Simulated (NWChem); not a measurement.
# BeH2SeS; SMILES [SH][Be][SeH]

```xyz
5

Be     0.0069    -0.6899     0.0217
S      0.0148    -2.5947     0.0525
H      0.0276    -2.6846    -1.2987
Se     0.0337     1.3407     0.0110
H     -1.4392     1.3757    -0.0010
```
Atoms are numbered in this order, from 1.

Results from NWChem. Pople sets run with spherical d functions. The geometry was optimised at PBE0/def2-SVP. Level M06-L/6-31G*: energy and gradient on several grids; changes count from the extra-fine grid, which is no exact limit either.

```csv
grid,size of the energy change (μHa),largest change of a gradient component (μHa/bohr)
xcoarse,200,3000
coarse,80,600
medium,10,200
fine,< 10,50
xfine,< 10,< 30
```
